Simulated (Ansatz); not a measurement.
CH5ClOSSi can be A, `O[SiH](S)CCl`, or B, `C[Si](O)(S)Cl`.

Calculated with Ansatz (gas phase, PBE0-D4/def2-TZVP geometries, no zero-point term in ΔE). CCSD(T)/CBS is the MP2 limit (def2-TZVPP, def2-QZVPP) plus CCSD(T) − MP2 in def2-TZVPP, frozen cores. Functionals use def2-TZVPP. B3LYP here is the variant with VWN-RPA as its local correlation; programs differ in this. One conformer a species, not always the lowest.

(1) Which isomer does CCSD(T)/CBS put lower? Give the gap. (Estimate.)

(2) Give E(B) − E(A) in kJ/mol with B2PLYP, HF/def2-TZVPP, B3LYP, CCSD/def2-TZVPP, ωB97M-V, r2SCAN-D4, PBE-D4. (Estimate.)

Largest T1 diagnostic: 0.011.

## Answers

(1) Computed: B, by 189.1 kJ/mol.

(2) The calculation gave: B2PLYP -189.2, HF/def2-TZVPP -191.1, B3LYP -186.0, CCSD/def2-TZVPP -188.4, ωB97M-V -191.1, r2SCAN-D4 -194.4, PBE-D4 -184.6. None reverses the order clearly.

From PBE to PBE0 (25 % exact exchange), in def2-TZVPP and without D4, E(B) − E(A) moves by −5.0 kJ/mol.
